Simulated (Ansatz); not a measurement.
# Which level was it?

C2H2FGe has 6 atoms, charge 0, and is taken as a doublet. As SMILES, `C#[C][GeH][F]`. The shape is that of a PBE0-D4/def2-TZVP optimisation.

```xyz
6

C    -0.2592    0.0745   -1.7690
C     0.0062    0.0346   -0.5914
Ge    0.6611   -0.0211    1.1804
F    -0.0218   -1.4424    1.9196
H    -0.5169    0.1070   -2.8033
H     0.1725    1.1834    2.0176
```

Orbital energies are those of the mean-field step.

A calculation with Ansatz 0.2.0 gave:

* total energy: -2253.9395 Eh
* dipole moment: 2.21 D
* HOMO energy: -6.24 eV
* LUMO energy: -3.57 eV
* ⟨S²⟩: 0.753
* largest force: 0.856 eV/Å

Problem. Which of these levels gave the numbers?
A. B3LYP/6-31G* (spherical functions)
B. B3LYP/6-31G* (Cartesian functions)
C. MP2/cc-pV(T+d)Z
D. HF/3-21G

Solution. B. The others give -2240.6829 Eh (HF/3-21G), -2252.4732 Eh (MP2/cc-pV(T+d)Z), -2253.9308 Eh (B3LYP/6-31G* (spherical functions)).
